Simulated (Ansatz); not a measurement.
Consider the ligand exchange at a B–O bond: `CB(F)O[SiH3]` + H₂Se → `CB(F)[SeH]` + silanol.

Program: Ansatz. Geometries: PBE0-D4/def2-TZVP. ΔE: electronic, gas phase. CBS: MP2 limit from def2 TZ/QZ plus the TZ coupled-cluster correction, frozen cores. Functionals use def2-TZVPP. HSE06 is defined as in plane-wave codes. For Se outer-core shells are correlated without core-valence functions, which leaves a few kJ/mol of doubt a bond. Scalar relativity is left out up to krypton. One conformer a species, not always the lowest.

`CB(F)O[SiH3]`:

Cartesian coordinates in Å:
```
C -1.556 -0.757 -1.140
B -0.270 -0.561 -0.280
F 0.495 -1.627 0.003
O 0.123 0.638 0.202
Si 1.429 1.087 1.122
H -2.226 -1.477 -0.659
H -1.299 -1.187 -2.112
H -2.099 0.174 -1.301
H 1.398 0.389 2.431
H 1.314 2.549 1.325
H 2.691 0.771 0.411
```

H₂Se:

Z-matrix (Å, degrees):
```
Se
H 1 1.467
H 1 1.467 2 91.2
```

`CB(F)[SeH]`:

Z-matrix (Å, degrees):
```
C
B 1 1.557
H 1 1.096 2 109.2
H 1 1.089 2 114.6 3 121.9
H 1 1.095 2 109.4 3 -115.8
F 2 1.330 1 119.3 3 59.2
Se 2 1.950 1 126.3 3 -120.7
H 7 1.466 2 94.6 1 -0.1
```

`O[SiH3]`:

Z-matrix (Å, degrees):
```
Si
O 1 1.648
H 1 1.489 2 111.7
H 1 1.489 2 111.7 3 120.9
H 1 1.481 2 105.9 3 -119.6
H 2 0.957 1 117.9 3 -60.5
```

CCSD(T)/CBS gives +77.1 kJ/mol.

**Question.** Another level gave +77.7 kJ/mol. Which?
A. HSE06-D4/def2-TZVPP
B. r2SCANh/def2-TZVPP
C. PBE/def2-TZVPP
D. CAM-B3LYP/def2-TZVPP

**Answer.** B. r2SCANh 77.7, CAM-B3LYP 89.1, PBE 68.3, HSE06-D4 73.5 kJ/mol.

Largest T1 diagnostic among the species: 0.012.

In def2-TZVPP, CCSD(T) changes the Hartree–Fock value by −19.6 kJ/mol (the triples alone add −3.4 kJ/mol) and MP2 by −25.5 kJ/mol. At CCSD(T), def2-SVP lies +23.6 kJ/mol from the extrapolated value and def2-TZVPP +2.5 kJ/mol.
